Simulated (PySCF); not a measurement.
Computed shifts of a molecule C₄H₅FO, PBE/pcSseg-1 in PySCF, GIAO, gas phase, equivalent atoms averaged, in ppm (number of nuclei): ¹⁹F: -208.7 (1). ¹³C: 155.5 (1), 133.9 (1), 75.4 (1), 35.0 (1). ¹H: 6.45 (1), 4.77 (2), 3.32 (2). References: ¹⁹F against CFCl3 (σ = 133.6 ppm); ¹³C against TMS (σ = 182.0 ppm); ¹⁷O against H2O (σ = 334.3 ppm); ¹H against TMS (σ = 31.49 ppm), references at their B3LYP-D3(BJ)/def2-TZVP geometries, non-relativistic. Geometry: r2SCAN-D4/def2-SVP. A frequency run showed that this geometry is not a minimum. The values are those of a single conformer.

Q: Which molecule gave these data?
A. C=C(F)CC=O
B. O=CC/C=C/F
C. FC1=COCC1
D. C[C@H]1C=C(F)O1

A: C, FC1=COCC1
